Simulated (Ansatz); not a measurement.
System: C₂H₄BO₂, charge 0, multiplicity 2. SMILES: C=CB([O])O
Structure (B3LYP-D3(BJ)/def2-TZVP (Ansatz, an electronic-structure program) minimum search):
```xyz
9

C     -1.7222    -0.6216    -0.7172
C     -0.9681    -0.4387     0.3644
B      0.4718     0.1658     0.2350
O      1.1931     0.3304     1.3592
O      0.9761     0.5152    -0.9938
H     -1.3654    -0.3605    -1.7067
H     -2.7218    -1.0382    -0.6538
H     -1.3523    -0.7095     1.3411
H      1.8684     0.8767    -0.9615
```
Charge 0, spin multiplicity 2.

Wanted: atomisation energy, in kcal/mol. Set-up: no dispersion term unless named; UHF or UKS for open shells; six Cartesian d functions in 6-31G* and its kin unless marked 5d; atomisation electronic, to ground-state atoms; spin-orbit terms left out; non-relativistic; valence correlation only. First-principles rows: single points at B3LYP-D3(BJ) geometries (Ansatz). A UHF reference is markedly spin-contaminated in at least one set, which strains HF and MP2.

```csv
species,coefficient,"E at MP2/6-31G* (Ansatz), Eh","E at PBE/def2-TZVPD (Ansatz), Eh"
C=CB([O])O,-1,-253.14840,-253.72856
B atom,+1,-24.55872,-24.61015
C atom,+2,-37.73297,-37.79605
H atom,+4,-0.49823,-0.49962
O atom,+2,-74.88004,-75.01069
```

 1 Eh = 627.5095 kcal/mol.

Q: Compute it at each level from the table.

A: 
- MP2/6-31G*: the sum of coefficient times E is 1.37074 Eh, or 860.15 kcal/mol. Result: 860.2 kcal/mol.
- PBE/def2-TZVPD: the sum of coefficient times E is 1.50645 Eh, or 945.31 kcal/mol. Result: 945.3 kcal/mol.
